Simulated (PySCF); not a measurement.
Isomers of C5H11FOSi, mass 134.056 u with the commonest isotopes. Computed with PBE0/pcSseg-1 in PySCF (dipole) on a GFN2-xTB geometry, gas phase. One conformer each, none proved a minimum here; rigid rotors.

Problem. Order these by radius of gyration √(Σ m r²/M), largest first.
A. `[CH3:1][CH2:2][Si@@H:3]([CH:4]=[O:5])[C@H:6]([CH3:7])[F:8]` with C1–C2–Si3–C4 62°, C2–Si3–C4–O5 -7°, C2–Si3–C6–C7 -57°
B. `[CH3:1][C@@H:2]([SiH3:3])[C@@:4]([CH3:5])([F:6])[CH:7]=[O:8]` with C1–C2–C4–C5 -52°, C2–C4–C7–O8 39°
C. `[CH3:1][CH:2]([CH3:3])[SiH2:4][C@@H:5]([F:6])[CH:7]=[O:8]` with C1–C2–Si4–C5 -177°, C2–Si4–C5–F6 -72°, Si4–C5–C7–O8 68°
D. `[CH3:1][SiH:2]([CH3:3])[CH2:4][C@@H:5]([F:6])[CH:7]=[O:8]` with C1–Si2–C4–C5 96°, Si2–C4–C5–F6 173°, C4–C5–C7–O8 57°

Solution. A (2.169 Å), C (2.141 Å), D (2.101 Å), B (1.944 Å).

Problem. Order these by out-of-plane moment Σ m c² = (Ia + Ib − Ic)/2, smallest first.
A. `[CH3:1][CH2:2][Si@@H:3]([CH:4]=[O:5])[C@H:6]([CH3:7])[F:8]` with C1–C2–Si3–C4 62°, C2–Si3–C4–O5 -7°, C2–Si3–C6–C7 -57°
B. `[CH3:1][SiH:2]([CH3:3])[CH2:4][C@@H:5]([F:6])[CH:7]=[O:8]` with C1–Si2–C4–C5 96°, Si2–C4–C5–F6 173°, C4–C5–C7–O8 57°
C. `[CH3:1][C@@H:2]([SiH3:3])[C@@:4]([CH3:5])([F:6])[CH:7]=[O:8]` with C1–C2–C4–C5 -52°, C2–C4–C7–O8 39°
D. `[CH3:1][CH:2]([CH3:3])[SiH2:4][C@@H:5]([F:6])[CH:7]=[O:8]` with C1–C2–Si4–C5 -177°, C2–Si4–C5–F6 -72°, Si4–C5–C7–O8 68°

Solution. C (57.75 u·Å²), A (68.94 u·Å²), D (84.87 u·Å²), B (85.62 u·Å²).

Problem. Order these by rotational constant C, largest first.
A. `[CH3:1][SiH:2]([CH3:3])[CH2:4][C@@H:5]([F:6])[CH:7]=[O:8]` with C1–Si2–C4–C5 96°, Si2–C4–C5–F6 173°, C4–C5–C7–O8 57°
B. `[CH3:1][CH:2]([CH3:3])[SiH2:4][C@@H:5]([F:6])[CH:7]=[O:8]` with C1–C2–Si4–C5 -177°, C2–Si4–C5–F6 -72°, Si4–C5–C7–O8 68°
C. `[CH3:1][CH2:2][Si@@H:3]([CH:4]=[O:5])[C@H:6]([CH3:7])[F:8]` with C1–C2–Si3–C4 62°, C2–Si3–C4–O5 -7°, C2–Si3–C6–C7 -57°
D. `[CH3:1][C@@H:2]([SiH3:3])[C@@:4]([CH3:5])([F:6])[CH:7]=[O:8]` with C1–C2–C4–C5 -52°, C2–C4–C7–O8 39°

Solution. D (1126 MHz), A (998.2 MHz), B (954.2 MHz), C (900.1 MHz).

```csv
SMILES,point group,Ia (u·Å²),Ib (u·Å²),Ic (u·Å²),κ,μa (D),μb (D),μc (D)
C[C@@H]([SiH3])[C@@](C)(F)C=O,C1,251.04,313.31,448.85,0.10,1.35,0.56,0.77
CC[Si@@H](C=O)[C@H](C)F,C1,231.85,467.51,561.48,-0.72,0.29,2.64,0.18
C[SiH](C)C[C@@H](F)C=O,C1,218.50,459.00,506.27,-0.84,0.02,0.47,0.16
CC(C)[SiH2][C@@H](F)C=O,C1,224.89,474.48,529.62,-0.83,1.65,0.82,0.40
```
